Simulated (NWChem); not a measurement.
Species: TiHF$_{3}$; SMILES [TiH]([F])([F])[F]

Program: NWChem. Geometry: optimised at PBE0/def2-SVP. Total energies compare along this basis series because the functional is fixed.

```json
[
 {"level": "PBE/def2-SVP", "basis functions": "78", "energy (Ha)": "-1148.9617", "highest occupied level (eV)": "-7.90", "orbital gap (eV)": "4.07", "dipole (D)": "0.26"},
 {"level": "PBE/def2-SVPD", "basis functions": "111", "energy (Ha)": "-1148.9968", "highest occupied level (eV)": "-8.16", "orbital gap (eV)": "3.98", "dipole (D)": "0.01"},
 {"level": "PBE/def2-TZVP", "basis functions": "144", "energy (Ha)": "-1149.4487", "highest occupied level (eV)": "-8.10", "orbital gap (eV)": "4.09", "dipole (D)": "0.05"},
 {"level": "PBE/def2-TZVPP", "basis functions": "171", "energy (Ha)": "-1149.4524", "highest occupied level (eV)": "-8.09", "orbital gap (eV)": "4.09", "dipole (D)": "0.09"}
]
```
